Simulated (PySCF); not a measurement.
An unknown shows these calculated signals:

¹H NMR (400 MHz, computed): δ 4.24 (s, 2H), 4.22 (s, 6H), 1.17 (s, 6H).

¹³C{¹H} NMR (computed): δ 18.0 (CH3).

PySCF 2.14.0 with density-fitted response routines calculation with NMR shieldings at HF/pcSseg-1/GIAO and coordinates at the PBE0-D3(BJ)/def2-SVP level; one conformer, rapidly exchanging positions averaged, relativity neglected, in vacuum.

Referencing at the same level of theory: ¹H (31.69 ppm), ¹³C (190.85 ppm) vs TMS.

Question: Which of these does the molecule contain: a vinyl group CH=CH2, a Si–CH3 group, a C≡C triple bond, a Si–H bond?

Answer: 
- A vinyl group CH=CH2: no.
- A Si–CH3 group: no.
- A C≡C triple bond: no.
- A Si–H bond: yes (δH 4.24 (s)).

The data belong to `CB(C)[SiH2]N([SiH3])[SiH3]`, C₂H₁₄BNSi₃; they needn't prove each group on their own.

Carbon signals by region: 1 below 50 ppm.

A carbon bonded to boron is broadened by the quadrupolar boron nucleus and is often missing from a measured spectrum. Shifts are as computed. Against solution values, carbons near 30 ppm lie about -0 ppm off and those near 130 ppm about +7 ppm. Of 1309 compounds with measured shifts, 239 miss one by over three times the rms of a fit or turn the order of signals round; such compounds aren't used in these exercises. No couplings were computed; multiplicities are counted from neighbouring protons, with m where these are inequivalent, close in shift, in a saturated or five-membered ring or joined by F or P, and br s for small geminal =CH2 splittings.
